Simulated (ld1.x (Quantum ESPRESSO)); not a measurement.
## An all-electron radial function and its pseudo partner (tungsten (W))

Columns: radius, all-electron u(r) and pseudo u(r) of the 5p shell (level -43.38 eV) of tungsten in the configuration [Kr] 4d10 4f14 5s2 5p6 5d4 6s2 6p0; LDA (PZ), scalar-relativistic, RRKJ scheme, ld1.x (Quantum ESPRESSO) 7.5.

```json
{"r (bohr)": "0.128", "all-electron": "-0.3378", "pseudo": "-0.0360"}
{"r (bohr)": "0.255", "all-electron": "0.1590", "pseudo": "-0.1373"}
{"r (bohr)": "0.382", "all-electron": "0.5416", "pseudo": "-0.2876"}
{"r (bohr)": "0.510", "all-electron": "0.2408", "pseudo": "-0.4654"}
{"r (bohr)": "0.638", "all-electron": "-0.2604", "pseudo": "-0.6432"}
{"r (bohr)": "0.765", "all-electron": "-0.6698", "pseudo": "-0.7959"}
{"r (bohr)": "0.893", "all-electron": "-0.9209", "pseudo": "-0.9080"}
{"r (bohr)": "1.020", "all-electron": "-1.0279", "pseudo": "-0.9681"}
{"r (bohr)": "1.148", "all-electron": "-1.0335", "pseudo": "-0.9765"}
{"r (bohr)": "1.275", "all-electron": "-0.9763", "pseudo": "-0.9396"}
{"r (bohr)": "1.402", "all-electron": "-0.8856", "pseudo": "-0.8686"}
{"r (bohr)": "1.530", "all-electron": "-0.7805", "pseudo": "-0.7760"}
{"r (bohr)": "1.658", "all-electron": "-0.6739", "pseudo": "-0.6747"}
{"r (bohr)": "1.785", "all-electron": "-0.5741", "pseudo": "-0.5755"}
{"r (bohr)": "1.912", "all-electron": "-0.4836", "pseudo": "-0.4841"}
{"r (bohr)": "2.040", "all-electron": "-0.4033", "pseudo": "-0.4033"}
{"r (bohr)": "2.168", "all-electron": "-0.3340", "pseudo": "-0.3340"}
{"r (bohr)": "2.295", "all-electron": "-0.2755", "pseudo": "-0.2755"}
{"r (bohr)": "2.422", "all-electron": "-0.2263", "pseudo": "-0.2263"}
{"r (bohr)": "2.550", "all-electron": "-0.1850", "pseudo": "-0.1850"}
{"r (bohr)": "2.678", "all-electron": "-0.1507", "pseudo": "-0.1507"}
{"r (bohr)": "2.805", "all-electron": "-0.1227", "pseudo": "-0.1227"}
{"r (bohr)": "2.932", "all-electron": "-0.0997", "pseudo": "-0.0997"}
{"r (bohr)": "3.060", "all-electron": "-0.0807", "pseudo": "-0.0807"}
{"r (bohr)": "3.188", "all-electron": "-0.0652", "pseudo": "-0.0652"}
{"r (bohr)": "3.315", "all-electron": "-0.0527", "pseudo": "-0.0527"}
```

(1) How many radial nodes do the two functions have?

(2) At about which radius was the pseudo-wave matched?

(3) Is the pseudo-wave norm-conserving?

Answers

(1) The all-electron 5p function has n − l − 1 = 3 (the table is too coarse to show those close to the nucleus); the pseudo-wave has 0, since the states of the same l below it are removed with the core.

(2) 2.10 bohr, where the columns begin to agree (steps of 0.13 bohr).

(3) Yes: the RRKJ scheme keeps the norm inside the radius equal to the all-electron one, which fixes the energy derivative of the logarithmic derivative at the level.
